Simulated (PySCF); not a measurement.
Calculated NMR data

PySCF 2.14 calculation with structure optimised with GFN2-xTB, σ from GIAO-PBE0/pcSseg-1 and B3LYP/pcJ-1 coupling constants (spin–dipole term left out of most H,H and C,H couplings); one averaged value for each set of equivalent atoms, single conformer, non-relativistic, in vacuum.

References, each an isolated molecule treated in the same way: 1H (σ = 31.72 ppm), 13C (σ = 186.93 ppm) vs TMS. Multiplet labels drop J under 1 Hz and among equivalent protons, and merge close values. Unscaled 3J(H,H) run several per cent high. Splittings of carbon signals by F and P are missing where no couplings were computed. Where no couplings were computed, multiplicities follow the n + 1 count of equivalent neighbours, and m marks all less simple cases (inequivalent or close neighbours, rings, F or P nearby). One-bond C–F couplings are unscaled and too large by tens of Hz. Shifts are as computed. Against solution values, carbons near 30 ppm lie about +3 ppm off and those near 130 ppm about +5 ppm; carbons on Cl a further +6 ppm. Of 1211 compounds with measured shifts, 218 miss one by over three times the rms of a fit or turn the order of signals round; such compounds aren't used in these exercises. Carbons bonded to Cl come out too deshielded. OH and NH positions are gas-phase values without hydrogen bonding to other molecules.

Compound 1 (C$_{6}$H$_{10}$N$_{2}$). 1H NMR (500 MHz, computed): δ 6.44 (m, 1H), 6.42 (m, 1H), 6.19 (m, 1H), 3.72 (s, 2H), 3.70 (s, 3H), 0.62 (br s, 2H). 13C{1H} NMR (computed): δ 137.8, 124.4, 120.7, 113.2, 45.5, 36.9. Structure: `N1(C)C=CC(CN)=C1`.

Compound 2 (C$_{5}$H$_{7}$FO). 1H NMR (500 MHz, computed): δ 7.19 (dqq, J = 12.8, 8.0, 2.1 Hz, 1H), 2.37 (dq, J = 8.0, 2.3 Hz, 3H), 2.07 (d of quint, J = 3.4, 2.2 Hz, 3H). 13C{1H} NMR (computed): δ 165.3 (d, J = 397.5 Hz), 163.2 (d, J = 14.2 Hz), 130.7 (d, J = 60.4 Hz), 23.0 (d, J = 2.3 Hz), 20.9. Structure: SMILES C/C=C(/C)C(=O)F.

Compound 3 (C$_{7}$H$_{8}$ClF$_{3}$). 1H NMR (500 MHz, computed): δ 6.49 (m, 1H), 5.90 (m, 1H), 5.43 (m, 1H), 5.36 (m, 1H), 3.14 (m, 2H), 3.09 (d, 2H). 13C{1H} NMR (computed): δ 153.2, 144.1, 134.9, 123.2, 122.5, 51.5, 39.6. Structure: SMILES FC(C/C=C(/CC=C)Cl)(F)F.

Compound 4 (C$_{7}$H$_{8}$FN). 1H NMR (500 MHz, computed): δ 7.53 (m, 1H), 7.49 (m, 1H), 7.48 (m, 1H), 7.30 (m, 1H), 4.22 (s, 2H), 0.81 (br s, 2H). 13C{1H} NMR (computed): δ 170.2, 138.8, 133.0, 129.3, 129.0, 120.9, 44.9. Structure: SMILES NCc1ccccc1F.
